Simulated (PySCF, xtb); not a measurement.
WF5, SMILES [W+]([F])([F])([F])([F])[F], charge +1, multiplicity 1.

Harmonic wavenumbers (cm⁻¹) from GFN2-xTB (xtb) at its own minimum, in rising order: 91, 92, 170, 170, 227, 278, 278, 459, 500, 502, 503, 511.

Problem. What does B3LYP-D3(BJ)/def2-SVP (PySCF 2.14.0) give at its own minimum? (An estimate is asked for; the answer gives what the named calculation found.)

Solution. 105, 105, 214, 214, 267, 319, 319, 750, 787, 807, 807, 807. Paired by order, the mean absolute difference is 144 cm⁻¹ and the zero-point energies are 5.4 and 7.9 kcal/mol.
